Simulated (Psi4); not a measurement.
CH$_{5}$O (SMILES C[OH2+]), charge +1, singlet, at a GFN2-xTB geometry. Base run: PBE/def2-SVP (Psi4).

Geometry (Å):
```xyz
7

C     -0.0193     0.7511     0.0009
O     -0.0195    -0.7100     0.0731
H     -1.0539     1.0848     0.0621
H      0.8996    -1.0560     0.0662
H      0.5255     1.1244     0.8667
H      0.4399     1.1124    -0.9182
H     -0.5397    -1.0921    -0.6670
```
Charge +1, spin multiplicity 1.
All else is at Psi4's defaults (density fitting; Cartesian or spherical functions as each basis is defined).

The base run was repeated with changes; each row names its change, and settings that it needs were set with it.

| change | basis functions | E (Eh) | core-seconds (rough) |
|---|---|---|---|
| base | 53 | -115.78717 | 8 |
| basis = def2-SV(P) | 38 | -115.76097 | 7 |
| basis = 6-31G* | 40 | -115.86635 | 6 |
| basis = 6-31+G* | 48 | -115.86935 | 7 |
| basis = pcseg-1 | 53 | -115.84841 | 7 |
| basis = 6-31G** | 55 | -115.88086 | 6 |
| basis = 6-311G** | 66 | -115.91050 | 8 |
| basis = 6-311+G(2d,p) | 84 | -115.91408 | 9 |
| basis = aug-cc-pVDZ | 91 | -115.88929 | 10 |
| basis = def2-TZVP | 92 | -115.92342 | 8 |
| basis = cc-pVTZ | 130 | -115.92226 | 10 |
| basis = aug-cc-pVTZ | 207 | -115.92359 | 20 |
| basis = def2-QZVPP | 264 | -115.93466 | 30 |

Totals compare only among sets that treat the same electrons; sets with core potentials leave the core out.
